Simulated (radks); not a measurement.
Effect of the nuclear size on neutral cerium, [Xe] 4f1 5d1 6s2. Method: Dirac Kohn-Sham, PBE, spin-unpolarised, spherical densities, finite nucleus; open shells are shared between the two j in proportion to 2j + 1; Fermi nuclear charge, rms radius 4.8771 fm; computed with a radial shooting solver on a logarithmic mesh with Libxc functionals. The rms radius is varied about that value; shifts are against it.

| rms radius (fm) | total energy shift (eV) | density at nucleus (e/bohr^3) | 1s1/2 shift (meV) | 2s1/2 shift (meV) | 5s1/2 shift (meV) | 5p1/2 shift (meV) | 6s1/2 shift (meV) | 5d5/2 shift (meV) | 6p1/2 (empty) shift (meV) |
|---|---|---|---|---|---|---|---|---|---|
| 3.9797 | -3.52 | 3.995e+05 | -1460 | -179 | -1.27 | 0.234 | -0.077 | 0.139 | 0.061 |
| 4.4918 | -1.58 | 3.896e+05 | -657 | -80.3 | -0.572 | 0.105 | -0.035 | 0.062 | 0.027 |
| 4.8771 | 0 | 3.83e+05 | 0.000 | 0.000 | 0.000 | 0.000 | 0.000 | 0.000 | 0.000 |
| 5.0576 | 0.776 | 3.801e+05 | 322 | 39.4 | 0.281 | -0.052 | 0.017 | -0.031 | -0.013 |
| 5.4087 | 2.35 | 3.748e+05 | 976 | 119 | 0.850 | -0.156 | 0.051 | -0.093 | -0.041 |

Slopes of the eigenvalues against <r^2> in GHz/fm^2, as finite differences over the two radii next to the reference (eigenvalue slopes, not the field-shift constants of lines): 1s1/2 43800, 2s1/2 5350, 5s1/2 38.2, 5p1/2 -7.00, 6s1/2 2.31, 5d5/2 -4.17, 6p1/2 (empty) -1.83.
